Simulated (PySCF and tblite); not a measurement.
Values are calculated unless marked as measured or tabulated.
Dynamics report: pyramidal inversion

System: C₆H₁₂NSi₂ (charge -1), numbered as in [CH:1]#[C:2][Si-:3]([SiH3:4])[N:5]1[CH2:6][CH2:7][CH2:8][CH2:9]1.

Motion: pyramidal inversion at Si3. Level: PBE0/pcSseg-1 + D3(BJ), IEF-PCM water on GFN2-xTB stationary points, with GFN2-xTB thermal terms. Rates follow Eyring's equation with the number of equivalent paths and no tunnelling. Shieldings: GIAO at the same DFT level; methyl-like tops are averaged, other torsions stay as in the two minima; line shapes leave out couplings. Run with tblite and PySCF.

| point | symmetry | E(GFN2) kcal/mol | E(DFT) kcal/mol | ZPE change kcal/mol | lowest mode cm⁻¹ |
| --- | --- | --- | --- | --- | --- |
| start | C1 | 0.0 | 0.0 | 0.00 | 36 |
| saddle | Cs | 24.8 | 19.4 | -0.54 | 408i |
| end | C1 | 0.0 | 0.0 | 0.00 | 36 |

```
Electronic barrier                                      : 19.4 kcal/mol
Barrier with zero-point energy                          : 18.8 kcal/mol
ΔH‡ (298 K)                                             : 18.7 kcal/mol
ΔS‡ (298 K, symmetry apart)                             : -0.3 cal/(mol K)
Paths                                                   : 1 equivalent path
End point                                               : the same structure with atoms interchanged, or its mirror image
Mean lifetime of the start against this motion at 298 K : 9.3 s
Cost                                                    : 110 s on 1 thread of Arm Neoverse V2, shared host (rough), peak memory 1.2 GiB, launched as `OMP_NUM_THREADS=1 python ens_run.py task.json out`
```

```tsv
T/K	ΔG‡ kcal/mol	k s⁻¹
200	18.7	1.4×10⁻⁸
250	18.8	0.00021
298	18.8	0.11
350	18.8	13
400	18.9	415
```

ΔG and ΔG‡ leave out symmetry numbers and mirror images; rates count paths: 1 out.

Sites that the motion interchanges:

| nucleus | site | ppm | scale |
| --- | --- | --- | --- |
| ¹H | H on C6 [second of two] | 2.74 | δ against TMS |
| ¹H | H on C9 [second of two] | 2.52 | δ against TMS |
| ¹H | H on C6 [first of two] | 2.93 | δ against TMS |
| ¹H | H on C9 [first of two] | 3.03 | δ against TMS |

| nucleus | sites | ¹H MHz | spread Hz | coalescence K | k there s⁻¹ |
| --- | --- | --- | --- | --- | --- |
| ¹H | H on C6 [second of two] / H on C9 [second of two] | 90 | 20 | 366 | 43 |
| ¹H | H on C6 [second of two] / H on C9 [second of two] | 270 | 60 | 382 | 132 |
| ¹H | H on C6 [second of two] / H on C9 [second of two] | 700 | 155 | 397 | 346 |
| ¹H | H on C6 [first of two] / H on C9 [first of two] | 90 | 9 | 355 | 19 |
| ¹H | H on C6 [first of two] / H on C9 [first of two] | 270 | 27 | 370 | 58 |
| ¹H | H on C6 [first of two] / H on C9 [first of two] | 700 | 70 | 384 | 154 |

The ion is treated without a counter-ion.
